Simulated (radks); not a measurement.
Question: K+, 18 electrons, occupied as [Ne] 3s2 3p5 4s1 (not the ground configuration). Method: scalar-relativistic Kohn-Sham, LDA (Slater exchange, Perdew-Wang correlation), spin-polarised, spherical densities, finite nucleus; open shells are filled with parallel spins first; Fermi nuclear charge, rms radius 3.4349 fm; computed with a radial shooting solver on a logarithmic mesh with Libxc functionals. Some entries of the table are withheld. Estimate them.

orbital,occ.,eigenvalue (eV),<r> (bohr),r(max) (bohr)
1s up,1,-3527.355,0.08124,0.05315
1s down,1,-3527.031,0.08124,0.05315
2s up,1,-367.5511,0.3889,0.3189
2s down,1,-367.2174,0.3888,0.3189
2p up,3,-295.4274,0.3510,0.2624
2p down,3,-295.0251,0.3509,0.2624
3s up,1,-48.8091,(1),1.064
3s down,1,-47.5472,(2),1.065
3p up,3,(3),1.365,1.129
3p down,2,(4),1.369,1.131
4s up,1,(5),3.675,3.249
4s down,0,(6),3.771,3.279

Answer: 
(1) 3s up <r> (bohr): 1.238
(2) 3s down <r> (bohr): 1.241
(3) 3p up eigenvalue (eV): -31.9510
(4) 3p down eigenvalue (eV): -30.7310
(5) 4s up eigenvalue (eV): -9.1482
(6) 4s down eigenvalue (eV): -8.1277
